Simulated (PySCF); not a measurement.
# Electron correlation in Br²⁺ (bromine, charge +2)

[Ar] 3d10 4s2 4p3, high-spin 4S determinant. Computed with PySCF 2.14 in cc-pVDZ-DK (5s4p2d, 27 functions), with scalar relativity by spin-free X2C-1e. Frozen: [Ar] 3d10; 5 electrons correlated.

MP2 pair energies summed by pair of shells (mhartree):

```tsv
pair	energy	share (%)
4s-4p	-37.29	66.5
4p-4p	-13.28	23.7
4s-4s	-5.51	9.8
```

Total MP2 correlation energy: -56.08 mhartree.

Same-spin part -14.69 and opposite-spin part -41.39 mhartree; SCS-MP2 scales them by 1/3 and 6/5 to -54.56 mhartree.

```
  level  correlation energy (mhartree)
   CCSD                         -70.59
    (T)                          -0.54
CCSD(T)                         -71.13
```

Diagnostics: T1 = 0.0014, D1 = 0.0024, largest double amplitude 0.057.

**Question.** Is a single reference adequate?

**Answer.** Yes, within this model without spin-orbit coupling: T1 lies below 0.03 and no double amplitude reaches 0.07.
